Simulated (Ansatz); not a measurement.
Species: C$_{2}$H$_{6}$F$_{2}$GeO$_{2}$, SMILES `C[O][Ge]([F])([F])[O]C` (C–O–Ge–F torsion 170°, F–Ge–O–C torsion 67°) (charge 0, multiplicity 1).

### Question
Give a relaxed geometry from B3LYP-D3(BJ)/def2-SVP in Ansatz (an electronic-structure program).

### Answer
Several could match; the one computed here: the end point of this relaxation, one of several conformers (outside a Z-matrix the atoms follow the SMILES, hydrogens last).
Z-matrix (Å, degrees):
```
Ge
F 1 1.7203
F 1 1.7309 2 105.07
O 1 1.7386 2 107.91 3 120.07
C 4 1.4247 1 121.06 2 169.94
H 5 1.0998 4 107.27 1 -171.24
H 5 1.1029 6 108.76 4 -121.13
H 5 1.1038 6 108.51 7 -118.32
O 1 1.7475 2 112.15 3 -117.45
C 9 1.4238 1 121.33 2 66.68
H 10 1.0999 9 107.53 1 171.74
H 10 1.1034 11 108.70 9 121.19
H 10 1.1036 11 108.54 12 118.18
```
